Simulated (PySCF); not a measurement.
I6Y2, SMILES [I][Y]12([I])[I][Y]1([I])([I])[I]2 (connectivity only; charge and spin as stated), neutral, multiplicity 1.

Geometry optimised at B3LYP-D3(BJ)/def2-SVP. The spin state was assumed, not searched. The def2 effective core potentials stand for the cores of I, Y; spin–orbit coupling is left out.

Two levels are set side by side: TDA-PBE/def2-SVP (PySCF) and TDA-LC-ωPBE/def2-SVP (PySCF). Vertical, same geometry. The lowest singlet is HOMO→LUMO 100 % with PBE and HOMO→LUMO 82 % with the other functional; states are paired by order. Differences are taken from unrounded values.

| quantity | TDA-LC-ωPBE |
|---|---|
| lowest singlet excitation (eV) | 5.00 |
| lowest triplet excitation (TDA) (eV) | 4.91 |

### Question
What does TDA-PBE give, and how far is it from TDA-LC-ωPBE? (An estimate is asked for; the answer gives what the named calculation found.)

### Answer

| quantity | TDA-PBE | TDA-PBE minus TDA-LC-ωPBE |
|---|---|---|
| lowest singlet excitation (eV) | 2.73 | -2.27 |
| lowest triplet excitation (TDA) (eV) | 2.72 | -2.19 |

Functionals without exact exchange tend to place singlet excitations lower, as here. Differences between two approximate levels are no errors against the true value.

Rough cost on one machine, each run with all the roots and properties that it gave: TDA-LC-ωPBE against TDA-PBE about 10 times.
